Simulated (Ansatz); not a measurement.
BH₅SeSi. The species carries charge 0 and has multiplicity 1. The bonds changed during the relaxation, so this is another structure than the one it started from. The structure was optimised at the PBE0-D4/def2-TZVP level. It is one conformer, not always the lowest.

```xyz
8

B    -0.063    0.787    0.824
Si   -0.869   -0.424   -0.477
Se    1.388   -0.776    0.220
H     0.350    1.854    0.483
H    -0.293    0.546    1.973
H    -0.833   -0.258   -1.952
H    -1.607   -1.661   -0.121
H     1.927   -0.068   -0.949
```

Q: What is the dipole moment at ωB97M-V/def2-TZVPP? (An estimate is asked.)

A: Computed: 1.64 D, with components (-0.01, -0.77, -1.44) D in this frame, pointing from negative to positive charge.

Q: And with PBE, r2SCAN, B3LYP? (Best estimate.)

A: Computed: PBE 1.61 D, r2SCAN 1.62 D, B3LYP 1.60 D.

Q: Give the Mulliken charges with ωB97M-V, B3LYP, r2SCAN in def2-TZVPP. (Best estimate.)

A: The calculation gave: 
```tsv
atom	ωB97M-V	B3LYP	r2SCAN
B1	-0.35	-0.19	-0.20
Si2	0.09	0.14	0.19
Se3	-0.03	-0.01	0.01
H4	0.10	0.05	0.02
H5	0.10	0.04	0.02
H6	-0.01	-0.05	-0.06
H7	0.00	-0.05	-0.06
H8	0.09	0.06	0.07
```

B3LYP here is the variant with VWN-RPA as its local correlation; programs differ in this.
